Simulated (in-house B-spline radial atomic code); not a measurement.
Successive ionisation energies of erbium; each step leads to the configuration of the next row (after the last: [Kr] 4d10 4f5/2(4)). Dirac energy differences include first-order Breit, QED and recoil terms. NIST's values go from ground level to ground level; the uncertainty of those that are theory runs from under 0.1 % in few-electron ions to several per cent in heavy many-electron ones. Computed with an all-electron radial atomic-structure program (B-spline basis): Dirac-Hartree-Fock, jj configuration that fills j = l - 1/2 first, finite nuclei.

A number in brackets counts the electrons of a j subshell.

```csv
ion,configuration,ionisation energy (eV),tabulated value (eV),tabulated kind,computed minus tabulated (eV),highest orbital,largest mean radius (bohr)
Er10+,[Kr] 4d10 4f5/2(6) 4f7/2(4) 5s2,179.2,201,tabulated theory,-21.8,4f7/2,1.1328
Er11+,[Kr] 4d10 4f5/2(6) 4f7/2(3) 5s2,208.8,235,tabulated theory,-26.2,4f7/2,1.1089
Er12+,[Kr] 4d10 4f5/2(6) 4f7/2(2) 5s2,239.9,268,tabulated theory,-28.1,4f7/2,1.0861
Er13+,[Kr] 4d10 4f5/2(6) 4f7/2(1) 5s2,278.1,290,tabulated theory,-11.9,4f7/2,1.0643
Er14+,[Kr] 4d10 4f5/2(6) 4f7/2(1) 5s1,300.5,311,tabulated theory,-10.5,4f7/2,1.0511
Er15+,[Kr] 4d10 4f5/2(6) 4f7/2(1),?,?,tabulated theory,?,?,?
Er16+,[Kr] 4d10 4f5/2(6),?,?,tabulated theory,?,?,?
Er17+,[Kr] 4d10 4f5/2(5),400.9,415,tabulated theory,-14.1,4f5/2,0.57003
```

(1) Fill in the row of Er15+.

(2) Fill in the row of Er16+.

Results:

(1) ionisation energy (eV): 323.3; tabulated value (eV): 345; computed minus tabulated (eV): -21.7; highest orbital: 4f7/2; largest mean radius (bohr): 0.60478.

(2) ionisation energy (eV): 364.2; tabulated value (eV): 381; computed minus tabulated (eV): -16.8; highest orbital: 4f5/2; largest mean radius (bohr): 0.5832.
